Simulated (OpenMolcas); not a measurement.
Co⁷⁺.

| Quantity | Value |
| --- | --- |
| Program | OpenMolcas |
| Method | RASSCF |
| Basis | ANO-RCC-VQZP [7s6p4d3f2g1h] |
| Scalar Hamiltonian | DKH2, point nucleus |
| Active space | 8 electrons in 8 orbitals (RAS1 3p, at most 2 holes; RAS2 3d) |
| State averaging | 2S+1 = 3 even, 10 roots; 2S+1 = 1 even, 15 roots |
| Spin-orbit coupling | state interaction with AMFI integrals over the reference wave functions, term energies averaged over their components |

Levels without dynamic correlation, in cm-1 above 3d2 3F2:

```tsv
Level	E
3d2 1D2	21547
3d2 3P0	25357
3d2 1G4	36368
3d2 1S0	76255
```

On this reference, SS-RASPT2, IPEA 0.25 Eh, imaginary shift 0.1 Eh (closed shells correlated: 3s) puts 3d2 1D2 at 19920 cm-1.

**Question.** Estimate the other levels at that method by one scale factor, and say how well it serves.

**Answer.** The factor is 19920 / 21547 = 0.924. Scaled values beside those that SS-RASPT2 gives and measured ones (Sugar and Corliss, J. Phys. Chem. Ref. Data 10, 1097 (1981)):
```json
{"Level": "3d2 3P0", "Scaled": "23430", "SS-RASPT2": "23080", "Miss (%)": "+1.5", "Measured": "22304"}
{"Level": "3d2 1G4", "Scaled": "33604", "SS-RASPT2": "32980", "Miss (%)": "+1.9", "Measured": "32360"}
{"Level": "3d2 1S0", "Scaled": "70460", "SS-RASPT2": "75560", "Miss (%)": "-6.8", "Measured": "74247"}
```
For these levels the scaled values miss SS-RASPT2 by up to 6.8 %, as correlation changes each term by its own factor, spin-orbit parts do not scale and CASPT2 has its own spread within terms. This holds within one configuration; levels of others move differently, and the target method has errors of its own against measurement.

CASPT2 does not keep the components of a term degenerate, so their means are used; among the terms shown or strongly mixed into the levels shown the widest spread is 340 cm-1 (3d2 1G, SS-RASPT2). Active for correlation alone: 3p; no level in the range computed is led by a configuration that opens it, so any true level of that kind is missing. Without dynamic correlation excited terms often stand tens of per cent too high (terms of higher spin than the ground term too low), and those without a measured partner can miss by more than the paired ones (holds for RASSCF). Computed and measured levels are paired by configuration, term and J; levels that our copy of the source lacks, or whose pairing is in doubt (as where it misses far off the trend of its configuration), stay unpaired and out of the deviations. Levels of configurations outside the active space are missing.
